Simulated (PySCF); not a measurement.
**Excitation energy of Al by level of theory**

Al [Ne] 3s2 3p1 (2P) → Al [Ne] 3s1 3p1 4s1 (4P), as a difference of total energies. Calculation: PySCF 2.14, in aug-cc-pV(Q+d)Z (7s6p5d3f2g, 89 functions); no relativity, point nucleus. Correlated levels: valence: [Ne] frozen. The calculations carry no spin-orbit coupling.

| method | excitation energy (eV) |
| --- | --- |
| UHF | 6.363 |
| LDA | 7.561 |
| PBE | 7.466 |
| PBE0 | 7.413 |
| r2SCAN | 7.296 |
| BLYP | 7.692 |
| revPBE | 7.416 |
| B97-3 | 7.697 |
| TPSS | 7.519 |
| MP2 (valence) | 7.229 |
| SCS-MP2 (valence) | 7.489 |

Task: How much does correlation contribute at MP2 (valence)?

Result: 7.229 − (6.363) = 0.866 eV, measured against UHF.

The upper state lies above the first ionisation limit, but in LS coupling its spin forbids autoionisation to the ground ion. A Rydberg-like electron needs more diffuse functions than a valence basis has.

The promoted electron is Rydberg-like, and one or two diffuse shells describe it only roughly, which tends to raise the upper state.
